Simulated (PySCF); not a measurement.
C2H6BNO, SMILES NB1CCO1.

The structure is a stationary point at PBE0-D3(BJ)/def2-SVP. This is a generated structure with no PubChem entry under its InChIKey; it may be hypothetical. Other conformers were not sampled.

Calculation: PBE0-D3(BJ)/def2-SVP run with PySCF.

No scaling factor is applied to the harmonic values.

```
mode  ν (cm⁻¹)  IR (km/mol)  Raman (Å⁴/amu)  depolarisation  moving atoms (share of kinetic energy)
----  --------  -----------  --------------  --------------  --------------------------------------
1          154          5.3             0.1            0.75          H 39 %, O 23 %, C 23 %, N 11 %
2          324          4.9             0.5            0.58  H 37 %, O 17 %, C 17 %, N 15 %, B 14 %
3          384         75.4             1.3            0.75                          H 75 %, B 21 %
4          389        112.9             0.3            0.75                  H 68 %, N 19 %, B 12 %
5          548         13.5             0.9            0.75                          H 81 %, B 11 %
6          628          1.7             7.0            0.35   N 40 %, C 22 %, H 15 %, O 14 %, B 9 %
7          776          7.4             0.7            0.75                  H 76 %, B 13 %, C 11 %
8          805          1.9             3.2            0.55                  H 52 %, C 31 %, N 11 %
9          886          1.3             3.8            0.38          H 35 %, O 33 %, C 19 %, N 12 %
10         936         11.2             1.2            0.75                  H 62 %, B 21 %, C 14 %
11         995          1.2            16.8            0.19                          C 61 %, H 29 %
12        1033         83.6             0.9            0.57                  C 45 %, O 41 %, H 12 %
13        1119         38.4             0.8            0.39                          H 51 %, C 42 %
14        1177          0.3             4.0            0.75                          H 69 %, C 27 %
15        1201          0.3             9.3            0.75                                  H 94 %
16        1209         74.1             4.2            0.41           B 41 %, H 36 %, O 11 %, C 9 %
17        1368         38.6             5.7            0.73                  H 57 %, B 19 %, C 16 %
18        1413         48.3            10.4            0.74                          H 75 %, C 14 %
19        1460         96.5             1.9            0.60                          H 64 %, B 30 %
20        1510          2.1            16.8            0.66                                  H 85 %
21        1618        385.8             3.7            0.58                  H 39 %, B 33 %, N 24 %
22        3057         68.8           140.6            0.11                                  H 95 %
23        3108          6.1           121.3            0.09                                  H 94 %
24        3119         29.3           105.6            0.75                          H 90 %, C 10 %
25        3174          8.8            69.3            0.75                          H 90 %, C 10 %
26        3650         51.9           136.4            0.14                                  H 96 %
27        3765         48.9            64.3            0.75                           H 91 %, N 9 %
```
